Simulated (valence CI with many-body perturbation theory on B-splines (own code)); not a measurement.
**Energy levels of P10+**

Computed by relativistic CI+MBPT: three valence electrons over a frozen Dirac-Fock core [He], radial functions for each j: 11 s, 11 p, 10 d, 8 f, 5 g, 2 h, with the one-electron correlation potential Σ1, the two-electron term Σ2, the three-electron term Σ3, Breit, model QED; selected CI, second order for the rest, scaled by the run's own slope (own B-spline code, finite nucleus).

No measured levels were compared; by estimate levels of excited configurations hold to 0.05 to 0.15 % of their energy, terms of the ground configuration to about 0.5 %.

Levels 46 to 90 of 192, with energies above the lowest level, 2s2 2p 2P°_1/2. "Leading %" is the weight of the configuration and term that name the level; weights of strongly mixed levels are sums over their largest components and can fall short. In the jj column 3d3/2^4 stands for four electrons in 3d with j = 3/2. Lifetimes count E1, E2, E3, M1 and M2 decay at the calculated energies, and are blank where another channel may lead or the interval is too uncertain; long ones can be off by a factor of two.

| No. | Configuration | Term | J | E (eV) | Leading % | Leading jj | Lifetime | g |
| --- | --- | --- | --- | --- | --- | --- | --- | --- |
| 46 | 2s 2p 3d | 2D° | 3/2 | 314.74 | 86 | 2s 2p3/2 3d5/2 (34 %) | 1.22 ps | 0.848 |
| 47 | 2s 2p 3d | 4D° | 7/2 | 314.82 | 97 | 2s 2p3/2 3d5/2 (69 %) | 476 fs | 1.425 |
| 48 | 2s 2p 3d | 2D° | 5/2 | 314.89 | 74 | 2s 2p3/2 3d3/2 (67 %) | 946 fs | 1.239 |
| 49 | 2s 2p 3s | 2P° | 1/2 | 315.04 | 94 | 2s 2p3/2 3s (63 %) | 2.64 ps | 0.665 |
| 50 | 2s 2p 3s | 2P° | 3/2 | 315.09 | 89 | 2s 2p3/2 3s (63 %) | 2.58 ps | 1.307 |
| 51 | 2s 2p 3d | 4P° | 5/2 | 315.75 | 81 | 2s 2p3/2 3d5/2 (70 %) | 826 fs | 1.545 |
| 52 | 2s 2p 3d | 4P° | 3/2 | 315.93 | 92 | 2s 2p3/2 3d3/2 (60 %) | 827 fs | 1.695 |
| 53 | 2s 2p 3d | 4P° | 1/2 | 316.06 | 97 | 2s 2p3/2 3d3/2 (90 %) | 854 fs | 2.625 |
| 54 | 2s 2p 3d | 2F° | 5/2 | 319.59 | 99 | 2s 2p1/2 3d5/2 (51 %) | 738 fs | 0.859 |
| 55 | 2s 2p 3d | 2F° | 7/2 | 320.34 | 99 | 2s 2p3/2 3d3/2 (53 %) | 695 fs | 1.143 |
| 56 | 2s 2p 3d | 2P° | 3/2 | 321.05 | 96 | 2s 2p3/2 3d5/2 (44 %) | 972 fs | 1.331 |
| 57 | 2s 2p 3d | 2P° | 1/2 | 321.49 | 96 | 2s 2p3/2 3d5/2 (81 %) | 948 fs | 0.666 |
| 58 | 2s 2p 3p | 2D | 3/2 | 325.68 | 76 | 2s 2p3/2 3p1/2 (68 %) | 9.89 ps | 0.899 |
| 59 | 2s 2p 3p | 2P | 1/2 | 325.68 | 87 | 2s 2p3/2 3p1/2 (44 %) | 3.81 ps | 0.672 |
| 60 | 2s 2p 3p | 2D | 5/2 | 325.81 | 93 | 2s 2p3/2 3p3/2 (59 %) | 15.5 ps | 1.200 |
| 61 | 2s 2p 3p | 2P | 3/2 | 325.97 | 71 | 2s 2p3/2 3p3/2 (66 %) | 4.44 ps | 1.233 |
| 62 | 2s 2p 3p | 2S | 1/2 | 328.18 | 92 | 2s 2p3/2 3p3/2 (52 %) | 8.70 ps | 1.997 |
| 63 | 2p2 3s | 4P | 1/2 | 332.12 | 98 | 2p1/2^2 3s (48 %) | 6.83 ps | 2.664 |
| 64 | 2p2 3s | 4P | 3/2 | 332.56 | 98 | 2p1/2 2p3/2 3s (90 %) | 6.73 ps | 1.732 |
| 65 | 2p2 3s | 4P | 5/2 | 333.20 | 98 | 2p3/2^2 3s (59 %) | 6.58 ps | 1.598 |
| 66 | 2s 2p 3d | 2F° | 7/2 | 334.52 | 93 | 2s 2p3/2 3d5/2 (60 %) | 919 fs | 1.143 |
| 67 | 2s 2p 3d | 2F° | 5/2 | 334.56 | 93 | 2s 2p3/2 3d3/2 (64 %) | 849 fs | 0.856 |
| 68 | 2s 2p 3d | 2D° | 3/2 | 335.93 | 98 | 2s 2p3/2 3d3/2 (60 %) | 589 fs | 0.799 |
| 69 | 2s 2p 3d | 2D° | 5/2 | 336.06 | 98 | 2s 2p3/2 3d5/2 (64 %) | 593 fs | 1.200 |
| 70 | 2p2 3s | 2P | 1/2 | 337.46 | 84 | 2p1/2 2p3/2 3s (60 %) | 3.17 ps | 0.670 |
| 71 | 2s 2p 3d | 2P° | 1/2 | 337.69 | 96 | 2s 2p3/2 3d3/2 (66 %) | 780 fs | 0.667 |
| 72 | 2s 2p 3d | 2P° | 3/2 | 337.78 | 96 | 2s 2p3/2 3d5/2 (60 %) | 784 fs | 1.334 |
| 73 | 2p2 3s | 2P | 3/2 | 338.15 | 81 | 2p1/2 2p3/2 3s (52 %) | 3.18 ps | 1.312 |
| 74 | 2p2 3p | 2S° | 1/2 | 339.82 | 96 | 2p1/2 2p3/2 3p1/2 (28 %) | 2.40 ps | 1.993 |
| 75 | 2p2 3s | 2D | 5/2 | 340.82 | 92 | 2p1/2 2p3/2 3s (55 %) | 3.85 ps | 1.202 |
| 76 | 2p2 3s | 2D | 3/2 | 340.86 | 90 | 2p3/2^2 3s (49 %) | 3.86 ps | 0.821 |
| 77 | 2p2 3p | 4D° | 1/2 | 341.01 | 97 | 2p1/2^2 3p1/2 (40 %) | 4.98 ps | 0.022 |
| 78 | 2p2 3p | 4D° | 3/2 | 341.27 | 96 | 2p1/2 2p3/2 3p1/2 (58 %) | 4.97 ps | 1.209 |
| 79 | 2p2 3p | 4D° | 5/2 | 341.71 | 96 | 2p1/2 2p3/2 3p3/2 (68 %) | 4.95 ps | 1.375 |
| 80 | 2p2 3p | 4D° | 7/2 | 342.30 | 98 | 2p3/2^2 3p3/2 (59 %) | 4.97 ps | 1.427 |
| 81 | 2p2 3p | 4P° | 1/2 | 342.70 | 96 | 2p1/2 2p3/2 3p1/2 (44 %) | 3.68 ps | 2.640 |
| 82 | 2p2 3p | 4P° | 3/2 | 342.82 | 91 | 2p1/2 2p3/2 3p1/2 (26 %) | 3.69 ps | 1.683 |
| 83 | 2p2 3p | 4P° | 5/2 | 343.16 | 85 | 2p1/2 2p3/2 3p3/2 (44 %) | 3.66 ps | 1.550 |
| 84 | 2p2 3p | 2D° | 3/2 | 343.87 | 94 | 2p1/2 2p3/2 3p3/2 (67 %) | 3.15 ps | 0.841 |
| 85 | 2p2 3p | 2D° | 5/2 | 344.72 | 86 | 2p3/2^2 3p3/2 (70 %) | 3.10 ps | 1.242 |
| 86 | 2p2 3p | 2P° | 3/2 | 346.61 | 92 | 2p1/2 2p3/2 3p3/2 (56 %) | 2.49 ps | 1.364 |
| 87 | 2p2 3p | 2P° | 1/2 | 346.75 | 96 | 2p3/2^2 3p3/2 (52 %) | 2.58 ps | 0.676 |
| 88 | 2p2 3p | 4S° | 3/2 | 346.86 | 94 | 2p3/2^2 3p1/2 (30 %) | 2.75 ps | 1.964 |
| 89 | 2p2 3d | 4F | 3/2 | 349.21 | 98 | 2p1/2^2 3d3/2 (40 %) | 148 ps | 0.409 |
| 90 | 2p2 3d | 4F | 5/2 | 349.45 | 97 | 2p1/2 2p3/2 3d3/2 (57 %) | 135 ps | 1.035 |

Where two levels of one J and parity lie close, their mixing, g and order are uncertain.
